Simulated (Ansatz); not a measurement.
Basis-set extrapolation for `[NH2][AlH][C](=O)O[SiH3]` (PBE0-D4/def2-TZVP geometry, frozen core, Ansatz 0.2.0). Multiplicity 1, RHF reference.

```json
{"": "HF", "def2-TZVPP": "-776.597261", "def2-QZVPP": "-776.625272"}
{"": "MP2 correlation", "def2-TZVPP": "-1.031548", "def2-QZVPP": "-1.109861"}
{"": "CCSD(T) correlation", "def2-TZVPP": "-1.111728", "def2-QZVPP": "not run"}
```

Energies in hartree. Use E(X) = E(∞) + A·exp(−7.88·√X) for Hartree–Fock and E(X) = E(∞) + B·X^(−2.97) for correlation, with X = 3 and 4, and add CCSD(T) minus MP2 of the smaller set to the MP2 limit.

**Question.** What is the CCSD(T) energy at the basis-set limit?

**Answer.** HF limit: -776.625272 + (-0.028011) × 0.13774 = -776.62913. MP2 limit: -1.109861 + (-0.078313) × 0.74074 = -1.16787. Higher-order term: -1.111728 − (-1.031548) = -0.08018. Total: -777.87718 hartree, 441.6 kJ/mol below CCSD(T)/def2-TZVPP.
